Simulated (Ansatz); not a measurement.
Ansatz (a quantum-chemistry and plane-wave program) input:

Ansatz 0.2 input:
```yaml
crystal:
  periodic: [false, false, false]
  atoms:
    - {symbol: C, position_ang: [-1.44308944, 2.07253183, -0.95552131]}
    - {symbol: O, position_ang: [-1.40194510, 0.71107832, -0.54906114]}
    - {symbol: Si, position_ang: [-0.08705323, -0.03974390, 0.04616801]}
    - {symbol: S, position_ang: [0.62881648, 0.78567592, 1.88172065]}
    - {symbol: O, position_ang: [1.10689274, 0.15327149, -1.04982015]}
    - {symbol: C, position_ang: [2.41630997, -0.39089803, -0.94715266]}
    - {symbol: O, position_ang: [-0.49666692, -1.58872700, 0.32623866]}
    - {symbol: C, position_ang: [-1.25760588, -2.39465249, -0.56920671]}
    - {symbol: H, position_ang: [-1.16405568, 2.73291856, -0.13024069]}
    - {symbol: H, position_ang: [-2.46358661, 2.29913126, -1.26198183]}
    - {symbol: H, position_ang: [-0.76823992, 2.24682313, -1.79640463]}
    - {symbol: H, position_ang: [-0.33239242, 0.20975146, 2.62286853]}
    - {symbol: H, position_ang: [2.94224687, 0.01063587, -0.07775949]}
    - {symbol: H, position_ang: [2.38272907, -1.48003147, -0.86454524]}
    - {symbol: H, position_ang: [2.96246274, -0.11915587, -1.84967158]}
    - {symbol: H, position_ang: [-0.72064836, -2.54909057, -1.50868610]}
    - {symbol: H, position_ang: [-2.22265790, -1.93232573, -0.78430346]}
    - {symbol: H, position_ang: [-1.41810964, -3.35992690, -0.09073315]}
basis:
  gaussian:
    orbitals: def2-TZVPD
hamiltonian:
  xc: {name: HSE06}
output: {forces: true}
```

What final total energy does it print?

-1033.33384 Eh (HSE06/def2-TZVPD). The basis has 410 functions.
